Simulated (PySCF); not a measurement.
# Cr³⁺ (chromium, charge +3): UHF calculation

Configuration: [Ar] 3d3, high-spin 4F determinant. Computed with PySCF 2.14 in Sapporo-DKH3-DZP-2012, with the spin-free X2C one-electron Hamiltonian (Gaussian nucleus).

- Total energy: -1047.764245 hartree
- One-electron energy: -1413.1750 hartree
- Hartree (Coulomb) energy: 412.5663 hartree
- Exchange energy: -47.1555 hartree
- ⟨S²⟩: 3.7523
- ⟨L²⟩: 12.028
- Sum of ⟨r⟩: 12.94 bohr
- Sum of ⟨r²⟩: 13.10 bohr²
- Langevin diamagnetic susceptibility: -10.4 ×10⁻⁶ cm³/mol
- Time after the integrals: 0.14 s of wall time on 1 thread of Neoverse-V1 (shared host)

```csv
shell,electrons,mean orbital energy (hartree),"rms radius, mean of both spins (bohr)"
1s α,1,-223.55225,0.0734
1s β,1,-223.55188,0.0734
2s α,1,-28.16879,0.316
2s β,1,-28.08786,0.316
2p α,3,-23.80708,0.287
2p β,3,-23.72665,0.287
3s α,1,-4.96257,0.953
3s β,1,-4.71028,0.953
3p α,3,-3.68317,1.02
3p β,3,-3.37682,1.02
3d α,3,-1.84622,1.20
```

Densities and radii are taken from the X2C orbitals without a picture-change correction, which distorts them close to the nucleus.
